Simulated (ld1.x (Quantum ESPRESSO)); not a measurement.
**Transferability test, PAW potential for Pb (Z = 82)**

* Element: Pb (Z = 82)
* Generator: ld1.x (Quantum ESPRESSO) 7.5
* Type: PAW
* Functional: PBEsol
* Relativity: scalar-relativistic
* Frozen core: [Xe] 4f14
* Valence charge: 14
* Reference configuration: 5d10 6s2 6p2
* Partial waves: 6s (bound): rcut 1.50, rcutus 2.10 bohr; 6s channel at -0.1 Ry: rcut 1.50, rcutus 2.10 bohr; 6p (bound): rcut 2.50, rcutus 2.65 bohr; 6p channel at 0.25 Ry: rcut 2.50, rcutus 2.65 bohr; 5d (bound): rcut 1.45, rcutus 1.65 bohr; 5d channel at 0.55 Ry: rcut 1.45, rcutus 1.65 bohr; 5f channel at 0.4 Ry: rcut 1.80, rcutus 1.95 bohr
* Local potential: all-electron potential smoothed inside 2.30 bohr (lloc = -1)
* Core correction: Bessel-smoothed model core inside 1.60 bohr
* Augmentation charge: PSQ, radius 1.50 bohr

Energies are relative to the spin-unpolarised reference configuration 5d10 6s2 6p2; without spin polarisation the order of configurations can differ from experiment.

```tsv
valence configuration	charge	ΔE all-electron (eV)	error AE − PS (meV)
5d10 6s2 6p1	+1	6.598	-3.1
5d10 6s1 6p0	+3	52.524	-27
5d10 6s2 6p2.3	-0.3	-0.804	+0.3
5d9 6s2 6p3	0	19.287	-50
5d9 6s2 6p2	+1	27.159	-57
```

Problem. What are ΔE and the potential's error for 5d10 6s2 6p1.5?

Solution. ΔE = 2.503 eV all-electron; the error (AE − PS) is -1.1 meV.

Problem. What are ΔE and the potential's error for 5d10 6s2 6p0?

Solution. ΔE = 20.045 eV all-electron; the error (AE − PS) is -9.8 meV.

Levels in the configuration 5d9 6s2 6p2:

| level | all-electron (eV) | pseudo (eV) |
| --- | --- | --- |
| 5d | -33.503 | -33.603 |
| 6s | -21.640 | -21.651 |
| 6p | -11.352 | -11.357 |
